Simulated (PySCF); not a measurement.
# Two-component Hartree-Fock for Pb (lead, neutral)

Start: [Xe] 4f14 5d10 6s2 6p2; 6p1/2 filled at m_j = -1/2, +1/2. Calculated with PySCF 2.14 in x2c-TZVPall-2c with one added diffuse shell each of s, p, d, f type (12s12p10d4f, 126 functions): generalised Hartree-Fock with the X2C-1e Hamiltonian and a Gaussian nucleus; one run each with spin-orbit coupling (SO) switched off, then screened by Boettger's factors.

```tsv
spinor shell	electrons	ε, spin-free (eV)	ε, screened SO (eV)	weight of nominal j (screened SO)	rms radius, screened SO (bohr)
1s1/2	2	-88509.5	-88469.9	1.000	0.0181
2s1/2	2	-15990.8	-15977.7	1.000	0.0730
2p1/2	2	-13736.1	-15319.9	1.000	0.0617
2p3/2	4	-13736.1	-13125.4	1.000	0.0700
3s1/2	2	-3911.9	-3907.0	1.000	0.186
3p1/2	2	-3255.5	-3611.0	1.000	0.178
3p3/2	4	-3255.5	-3114.5	1.000	0.195
3d3/2	4	-2573.0	-2633.4	1.000	0.170
4s1/2	2	-925.12	-923.02	1.000	0.408
4p1/2	2	-706.38	-793.83	1.000	0.412
4p3/2	4	-706.38	-670.53	1.000	0.446
4d3/2	4	-447.01	-459.83	1.000	0.455
4d5/2	6	-447.01	-436.17	1.000	0.466
5s1/2	2	-167.22	-166.12	1.000	0.916
4f5/2	6	-159.17	-160.62	1.000	0.493
4f7/2	8	-159.17	-155.63	1.000	0.495
5p1/2	2	-104.17	-119.91	1.000	0.984
5p3/2	4	-104.17	-96.722	1.000	1.08
5d3/2	4	-29.338	-30.289	1.000	1.37
5d5/2	6	-29.338	-27.221	1.000	1.41
6s1/2	2	-15.379	-14.910	1.000	2.57
6p1/2	2	-6.893	-6.921	1.000	3.38
```

Question: Where does 3d5/2 lie, and what is the 3d spin-orbit splitting (screened SO)?

Answer: At -2528.2 eV, 105.23 eV above 3d3/2.

```tsv
quantity	spin-free	screened SO
E (hartree)	-20865.58720	-20903.51933
M_J	0	0
⟨J²⟩	2.011	0.000
⟨L²⟩	2.006	1.515
⟨S²⟩	2.006	1.515
```

Breit and QED terms are absent; they matter most for the inner s and p1/2 levels.

Densities and radii are taken from the X2C orbitals without a picture-change correction, which distorts them close to the nucleus.

Without spin-orbit coupling the j labels of p, d and f shells carry no meaning; the spin-free column gives the mean over the occupied spinors of each nl shell.
